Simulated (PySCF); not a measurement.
B3LYP has the VWN-RPA correlation part, as in Gaussian. Delta-SCF ions had no search for a lower state. Excitations are Tamm–Dancoff values on a coarser integration grid. The basis has no diffuse functions, so Rydberg states are missing or too high.

Cartesian coordinates (Å):
SMILES: [Cl][Al]([Cl])[Br]
```xyz
4

Cl    -1.1766    -1.7355    -0.0017
Al    -0.0365     0.0020    -0.0001
Cl    -0.9815     1.8528    -0.0017
Br     2.1945    -0.1193     0.0035
```
Charge 0, spin multiplicity 1.

What vertical ionisation energy (Delta-SCF), HOMO, S1 excitation (TDA), S1–T1 gap (TDA), dipole moment, HOMO–LUMO gap, total energy and LUMO does B3LYP-D3(BJ)/def2-TZVP (PySCF) give?


The vertical ionisation energy (Delta-SCF) is 10.93 eV, the HOMO is -8.67 eV and the S1 excitation (TDA) comes out as 5.94 eV. The S1–T1 gap (TDA) is 0.29 eV and the dipole moment is 0.16 D. The HOMO–LUMO gap is 6.98 eV, the total energy is -3737.3205 Ha and the LUMO is -1.68 eV.
